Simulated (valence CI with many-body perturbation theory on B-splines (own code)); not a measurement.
## Ru²¹⁺: input, log and results

Calculated by relativistic CI+MBPT: five valence electrons over a frozen Dirac-Fock core [Ar], radial functions for each j: 6 s, 6 p, 5 d, 5 f, 1 g, with the one-electron correlation potential Σ1 (screened to all orders), the two-electron term Σ2, the three-electron term Σ3, Breit, model QED; selected single and double excitations, second order for the rest (own B-spline code, finite nucleus).

Command, and the settings that its task file holds:

```sh
python run_cv.py task.json out
```

```
atom Ru  Z=44  mass_number=102  rms_radius_fm=4.4809
core [Ar]
valence 3d5
avg = 1
basis = S
breit = 1
cap = 10000
capref = 1200
cscale = 1
de = 0.0
dress = 0
ecut = 112.67
eps = 2e-08
h = 0.27
hh = 1
l2 = 3
lcore = 6
maxit = 60
n2 = 5
natural = 1
nlev = 20
nno = [3, 3, 3, 3, 1]
nroot = 26
nsp = [3, 3, 2, 2, 0]
pt2 = 1
qed = 1
rpa = 1
s1 = 1
s2 = 1
s3 = 1
screen = 1
tol = 2e-05
```

It took 46 s on 1 thread of Arm Neoverse N1 (shared host).

Log. The first blocks belong to the next ion, which gives the ionisation energy. Fields: 2J, parity (1 odd), roots, reference size, generating configurations, candidates as configurations/state functions, variational space P, stored matrix elements, Davidson steps; e2 is the range of second-order energies in hartree. The first line gives the box (bohr), its intervals, the orbitals and the steps of their self-consistent field. Window is the range of levels sought, series limit the energy at which the first omitted orbital would enter, core excitation an estimate of the first excitation out of the core, left out the lowest levels not solved, and shifts from estimates the range by which levels moved from their first estimate, all in cm⁻¹.

```
rmax 5.2 intervals 59 orbitals 40 references ['3d5', '3d4 4s', '3d4 4p'] scf 5 t 1.1
2J=0 par=0 roots 2 ref 17 generators 4 cand 1145/2051 P 528/999 nnz 0 it 0
2J=0 par=0 roots 2 ref 17 generators 7 cand 2122/4895 P 1153/2237 nnz 0 it 5
   second order: generators 13 cand 3511/8670 e2 -0.00002 -0.00002
2J=2 par=0 roots 2 ref 36 generators 3 cand 1187/5370 P 191/997 nnz 0 it 0
2J=2 par=0 roots 2 ref 36 generators 7 cand 2535/14972 P 1040/5000 nnz 5.2e+06 it 5
   second order: generators 14 cand 3752/24772 e2 -0.00005 -0.00003
2J=4 par=0 roots 2 ref 51 generators 4 cand 1218/7716 P 142/993 nnz 0 it 0
2J=4 par=0 roots 2 ref 51 generators 7 cand 2616/21727 P 761/4998 nnz 5.8e+06 it 9
   second order: generators 14 cand 4701/44026 e2 -0.00035 -0.00016
reference levels 556, estimated 32, window 201400 1/cm; series limit 5499072, core excitation 1162775
2J=5 par=0 roots 7 ref 81 generators 5 cand 1422/16541 P 242/3595 nnz 2.9e+06 it 6
2J=5 par=0 roots 7 ref 81 generators 5 cand 1375/15517 P 720/9989 nnz 2.2e+07 it 8
   second order: generators 6 cand 2395/50459 e2 -0.00176 -0.00051
2J=7 par=0 roots 6 ref 72 generators 3 cand 1422/16833 P 187/3532 nnz 3.3e+06 it 5
2J=7 par=0 roots 6 ref 72 generators 3 cand 1383/15853 P 622/9999 nnz 2.4e+07 it 8
   second order: generators 5 cand 3810/143971 e2 -0.00173 -0.00110
2J=11 par=0 roots 3 ref 35 generators 3 cand 1198/10531 P 261/3535 nnz 3.2e+06 it 6
2J=11 par=0 roots 3 ref 35 generators 3 cand 1139/9526 P 970/9996 nnz 2.3e+07 it 8
   second order: generators 5 cand 3454/92352 e2 -0.00019 -0.00013
2J=3 par=0 roots 5 ref 67 generators 3 cand 1432/12861 P 268/3560 nnz 3.2e+06 it 5
2J=3 par=0 roots 5 ref 67 generators 3 cand 1353/11864 P 931/9995 nnz 2.1e+07 it 9
   second order: generators 3 cand 690/5429 e2 -0.00050 -0.00041
2J=9 par=0 roots 4 ref 56 generators 3 cand 1356/14505 P 210/3513 nnz 3.3e+06 it 6
2J=9 par=0 roots 4 ref 56 generators 3 cand 1302/13503 P 733/10000 nnz 2.3e+07 it 8
   second order: generators 5 cand 5093/181007 e2 -0.00097 -0.00074
2J=1 par=0 roots 3 ref 39 generators 3 cand 1234/6105 P 478/3545 nnz 3.1e+06 it 5
2J=1 par=0 roots 3 ref 39 generators 3 cand 1081/5093 P 1423/8285 nnz 1.4e+07 it 8
   second order: generators 5 cand 2996/45168 e2 -0.00004 -0.00002
2J=13 par=0 roots 1 ref 18 generators 1 cand 881/6192 P 362/3505 nnz 3.8e+06 it 4
2J=13 par=0 roots 1 ref 18 generators 1 cand 754/5192 P 933/7746 nnz 1.5e+07 it 5
   second order: generators 2 cand 2462/47061 e2 -0.00002 -0.00002
left out: unestimated 297758, estimated 241947, shifts from estimates -577 to 53
operators 1.7
```

The Davidson iterations converged. The settings are bad on purpose, so the numbers may not be properties of the ion.

No measured spectrum was set against this ion. As an estimate, terms of the open shell hold to 2 to 4 % of their energy, and close levels can change places. Among the levels kept, up to 380 cm⁻¹ of a level comes from second order outside the variational space, and about a tenth of that is noise between levels of different J, which matters for small intervals. Only levels of the ground parity were solved; by the run's estimate the other parity begins above the list, which can be wrong where configurations are misplaced.

```
Valence energy                            : -205.2281 hartree
Ionisation energy                         : 980.3 eV (NIST: 981 ± 4 eV (theoretical))
Reference configurations for the orbitals : 3d5, 3d4 4s, 3d4 4p
Radial orbitals                           : 40
Box radius                                : 5.21 bohr
Largest variational space                 : 10000
Lowest levels                             : 3d⁵ ⁶S_5/2 0.000, 3d⁵ ⁴G_5/2 [a] 10.816, 3d⁵ ⁴G_7/2 12.942, 3d⁵ ⁴G_11/2 13.186, 3d⁵ ⁴P_3/2 13.453, 3d⁵ ⁴G_5/2 [b] 13.568, 3d⁵ ⁴G_9/2 13.716, 3d⁵ ⁴P_1/2 14.806, 3d⁵ ⁴D_7/2 16.484, 3d⁵ ⁴D_5/2 17.656, 3d⁵ ⁴D_1/2 18.373, 3d⁵ ⁴D_3/2 18.879, 3d⁵ ²I_11/2 18.991, 3d⁵ ²I_13/2 20.401 eV
```

Names give the largest LS component (configuration and term), which can be under half, so a name can repeat, a term be missing and a line seem to break the LS rules; names also repeat where a configuration has a term twice. Letters in brackets count levels of one name in rising energy.
